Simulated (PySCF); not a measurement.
O$_{2}$Zr (SMILES [O]=[Zr]=[O]), singlet, geometry from GFN2-xTB (such geometries of metal compounds can be far from the true shape) (core potentials on Zr); B3LYP/def2-SVP run with PySCF.

PySCF was given this input:
```python
from pyscf import gto, scf, dft

mol = gto.Mole()
mol.atom = '''
    Zr   -0.14735518   -0.16294999   -0.21094306
    O     1.44787434    0.60647650   -0.38052480
    O    -0.71109845    0.20827346    1.43524010
'''
mol.basis = 'def2-svp'
mol.ecp = {'Zr': 'def2-svp'}
mol.verbose = 4
mol.build()

mf = dft.RKS(mol)
mf.xc = 'b3lyp'
mf.grids.atom_grid = (99, 590)
mf.grids.prune = None
mf.kernel()
```

It wrote (shortened):

```
PySCF version 2.14.0

[INPUT] verbose = 4
[INPUT] num. atoms = 3
[INPUT] num. electrons = 28
[INPUT] charge = 0
[INPUT] spin (= nelec alpha-beta = 2S) = 0
[INPUT] symmetry False subgroup None
[INPUT] Mole.unit = angstrom
[INPUT] Symbol           X                Y                Z      unit          X                Y                Z       unit  Magmom
[INPUT]  1 Zr    -0.147355180000  -0.162949990000  -0.210943060000 AA   -0.278460933236  -0.307930853101  -0.398624611278 Bohr   0.0
[INPUT]  2 O      1.447874340000   0.606476500000  -0.380524800000 AA    2.736085965385   1.146074485985  -0.719087655605 Bohr   0.0
[INPUT]  3 O     -0.711098450000   0.208273460000   1.435240100000 AA   -1.343781318103   0.393579798416   2.712210711993 Bohr   0.0

nuclear repulsion = 68.993137498453
number of shells = 23
number of NR pGTOs = 105
number of NR cGTOs = 59
basis = def2-svp
ecp = {'Zr': 'def2-svp'}

******** <class 'pyscf.dft.rks.RKS'> ********
method = RKS
initial guess = minao
damping factor = 0
level_shift factor = 0
DIIS = <class 'pyscf.scf.diis.CDIIS'>
diis_start_cycle = 1
diis_space = 8
diis_damp = 0
SCF conv_tol = 1e-09
SCF conv_tol_grad = None
SCF max_cycles = 50
direct_scf = True
direct_scf_tol = 1e-13
XC library pyscf.dft.libxc version 7.1.2
    S. Lehtola, C. Steigemann, M. J. T. Oliveira, and M. A. L. Marques,  SoftwareX 7, 1–5 (2018)
XC functionals = b3lyp
    P. J. Stephens, F. J. Devlin, C. F. Chabalowski, and M. J. Frisch,  J. Phys. Chem. 98, 11623 (1994)
radial grids:
    Treutler-Ahlrichs [JCP 102, 346 (1995); DOI:10.1063/1.469408] (M4) radial grids

becke partition: Becke, JCP 88, 2547 (1988); DOI:10.1063/1.454033
pruning grids: None
grids dens level: 3
symmetrized grids: False
atomic radii adjust function: <function treutler_atomic_radii_adjust>
User specified grid scheme (99, 590)
small_rho_cutoff = 0
Set gradient conv threshold to 3.16228e-05
Initial guess from minao.
tot grids = 175232
init E= -191.223361992496
  HOMO = -0.641670324159794  LUMO = -0.434779057495651  gap/eV = 5.62980
cycle= 1 E= -197.129443622627  delta_E= -5.91  |g|= 1.19  |ddm|= 4.03
  HOMO = -0.0906693150649254  LUMO = -0.0455017134832154  gap/eV = 1.22907
cycle= 2 E= -191.587411433192  delta_E= 5.54  |g|= 4.71  |ddm|= 3.81
  HOMO = -0.216216777788681  LUMO = -0.0739924498610627  gap/eV = 3.87012
cycle= 3 E= -197.333850348194  delta_E= -5.75  |g|= 0.565  |ddm|= 3.52
  HOMO = -0.248073613323346  LUMO = -0.13875186349475  gap/eV = 2.97480
cycle= 4 E= -197.416644586745  delta_E= -0.0828  |g|= 0.25  |ddm|= 0.856
  HOMO = -0.22891787971292  LUMO = -0.121586771562139  gap/eV = 2.92063
cycle= 5 E= -197.430346621902  delta_E= -0.0137  |g|= 0.0653  |ddm|= 0.229
  HOMO = -0.231292320656998  LUMO = -0.118752339231513  gap/eV = 3.06237
cycle= 6 E= -197.431181438554  delta_E= -0.000835  |g|= 0.0291  |ddm|= 0.0385
  HOMO = -0.234219521393484  LUMO = -0.118926803572833  gap/eV = 3.13727
cycle= 7 E= -197.431352563856  delta_E= -0.000171  |g|= 0.00438  |ddm|= 0.0155
  HOMO = -0.234504704959331  LUMO = -0.118886883466988  gap/eV = 3.14612
cycle= 8 E= -197.431356651948  delta_E= -4.09e-06  |g|= 0.000111  |ddm|= 0.00285
  HOMO = -0.234508587265346  LUMO = -0.118889236795358  gap/eV = 3.14616
cycle= 9 E= -197.431356649548  delta_E= 2.4e-09  |g|= 0.000156  |ddm|= 0.000183
  HOMO = -0.23450754415995  LUMO = -0.118889041120728  gap/eV = 3.14614
cycle= 10 E= -197.431356654434  delta_E= -4.89e-09  |g|= 3.31e-05  |ddm|= 0.000115
  HOMO = -0.234505466836278  LUMO = -0.118888375272778  gap/eV = 3.14610
cycle= 11 E= -197.431356654689  delta_E= -2.54e-10  |g|= 1.4e-06  |ddm|= 2.63e-05
  HOMO = -0.234505276266212  LUMO = -0.118888530145941  gap/eV = 3.14609
Extra cycle  E= -197.431356654687  delta_E= 1.65e-12  |g|= 3.73e-06  |ddm|= 5.12e-06
converged SCF energy = -197.431356654687
```
